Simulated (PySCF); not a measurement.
Compound: C8H4.
Structure used (GFN2-xTB), in Å, numbered top down from 1:
```
atom  x, y, z in Å
C1     4.871   -0.026   -1.130
C2     3.711    0.001   -0.798
C3     2.415    0.030   -0.427
C4     1.243    0.055   -0.092
C5    -0.048    0.083    0.278
C6    -1.218    0.110    0.611
C7    -2.559    0.136    1.012
C8    -3.567    0.427    0.192
H9     5.879   -0.051   -1.417
H10   -2.738   -0.102    2.054
H11   -3.401    0.665   -0.846
H12   -4.587    0.435    0.536
```

The closed-shell SCF was solved with PySCF and density fitting under several settings on one GFN2-xTB geometry (grid level 2 and gas phase unless stated).

```csv
settings,basis functions,SCF cycles,E (Eh),HOMO (eV),LUMO (eV),dipole (D)
"PBE0/pcSseg-1, energy threshold 1e-11 Eh",156,14,-306.6304,-6.78,-2.17,1.11
KT2/pcSseg-1,156,17,-312.6128,-5.86,-2.92,1.05
```

Estimate the rows for these settings: (1) PBE0/6-31G-J, energy threshold 1e-08 Eh; (2) PBE0/pcSseg-0, IEF-PCM dimethylsulfoxide, damping 0.2 at the start, DIIS from the seventh cycle, start guess atom; (3) B3LYP/6-31G*.

| settings | basis functions | SCF cycles | E (Eh) | HOMO (eV) | LUMO (eV) | dipole (D) |
| --- | --- | --- | --- | --- | --- | --- |
| PBE0/6-31G-J, energy threshold 1e-08 Eh | 112 | 10 | -306.6526 | -6.53 | -1.78 | 0.99 |
| PBE0/pcSseg-0, IEF-PCM dimethylsulfoxide, damping 0.2 at the start, DIIS from the seventh cycle, start guess atom | 80 | 14 | -306.0254 | -6.99 | -2.19 | 1.54 |
| B3LYP/6-31G* | 120 | 14 | -307.0427 | -6.15 | -1.87 | 0.97 |

Over all rows, what range does the HOMO–LUMO gap span?

From 2.94 eV (KT2/pcSseg-1) to 4.80 eV (PBE0/pcSseg-0, IEF-PCM dimethylsulfoxide, damping 0.2 at the start, DIIS from the seventh cycle, start guess atom). The functional of the narrowest has no exact exchange, that of the widest 25 % exact exchange.

And the dipole moment?

From 0.97 D (B3LYP/6-31G*) to 1.54 D (PBE0/pcSseg-0, IEF-PCM dimethylsulfoxide, damping 0.2 at the start, DIIS from the seventh cycle, start guess atom); the largest is 1.59 times the smallest, and the median is 1.05 D.

Compare two rows with the functional PBE0: PBE0/pcSseg-1, energy threshold 1e-11 Eh and PBE0/6-31G-J, energy threshold 1e-08 Eh. Which energy is lower, and by how much?

PBE0/6-31G-J, energy threshold 1e-08 Eh (112 functions) lies 0.0222 Eh or 14 kcal/mol below PBE0/pcSseg-1, energy threshold 1e-11 Eh (156 functions). The smaller set gives the lower energy; the two sets aren't nested, so the variational bound doesn't order them by size.

Whole jobs, the steps after the SCF included, on one thread, Arm Neoverse V2 (aarch64), on a shared host:

```
                                                                                                         settings                                                          work after the SCF  wall time  peak memory
                                                                         PBE0/pcSseg-1, energy threshold 1e-11 Eh                                                                  shieldings       11 s     0.71 GiB
                                                                                                     KT2/pcSseg-1  shieldings, charges and field gradients, density and orbital grids written       23 s     0.65 GiB
                                                                          PBE0/6-31G-J, energy threshold 1e-08 Eh                                     shieldings, charges and field gradients      8.7 s     0.62 GiB
PBE0/pcSseg-0, IEF-PCM dimethylsulfoxide, damping 0.2 at the start, DIIS from the seventh cycle, start guess atom                                     shieldings, charges and field gradients      6.2 s     0.55 GiB
                                                                                                     B3LYP/6-31G*                                     shieldings, charges and field gradients      8.7 s     0.58 GiB
```

Cycle counts include a coarse-grid stage where the run had one. All basis functions are spherical, in the Pople sets too. KT2 was designed for NMR shieldings or shifts; total energies of different functionals aren't comparable. The species at its GFN2-xTB geometry.
